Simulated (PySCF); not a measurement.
GeI₄, charge -1, doublet, at a GFN2-xTB geometry (a state made from the parent by changing its charge; the spin is typed, not shown lowest) (all electrons, no relativity). Base run: HF/3-21G in PySCF.

Here is a job for PySCF.
```python
from pyscf import gto, scf

mol = gto.M(
    atom='''
I    -1.01498190    2.44307870   -0.83070020
Ge   -0.00000000   -0.00000000   -0.00000000
I    -1.89317457   -1.98061983   -0.42652050
I     0.61477469    0.12473657    2.70099564
I     2.29338179   -0.58719544   -1.44377495
''',
    basis='3-21g',
    charge=-1,
    spin=1,
    verbose=4,
)

mf = scf.UHF(mol)
mf.kernel()
mf.analyze()
```

Variants of this job, named by their change:

| change | basis functions | E (Eh) | HOMO (eV) | outcome |
|---|---|---|---|---|
| base | 146 | -29614.78667 | -3.85 | converged |
| basis = ANO-RCC-VDZP; relativity = spin-free X2C | - | - | - | cut at the time limit |
| basis = x2c-SVPall; relativity = spin-free X2C | 176 | -30545.27616 | -3.89 | converged |
| basis = x2c-SVPall; relativity = spin-free X2C; nucleus = Gaussian (with nucmod='G') | 176 | -30544.55221 | -3.89 | converged |
| basis = ANO-RCC-VDZP; relativity = spin-free X2C; nucleus = Gaussian (with nucmod='G') | - | - | - | cut at the time limit |
| basis = ANO-RCC-VDZP; relativity = none | - | - | - | cut at the time limit |
| basis = x2c-SVPall; relativity = none | 176 | -28965.05098 | -4.48 | converged |

Total energies compare only within one method and basis.

Open shells are given as the SCF converged; they aren't shown to be the lowest states, and a large step between rows can be another state.

Basis sets contracted for a relativistic Hamiltonian are a mismatch without it, so the rows without relativity aren't non-relativistic limits. No row has spin-orbit coupling; sets with core potentials leave out the core electrons.
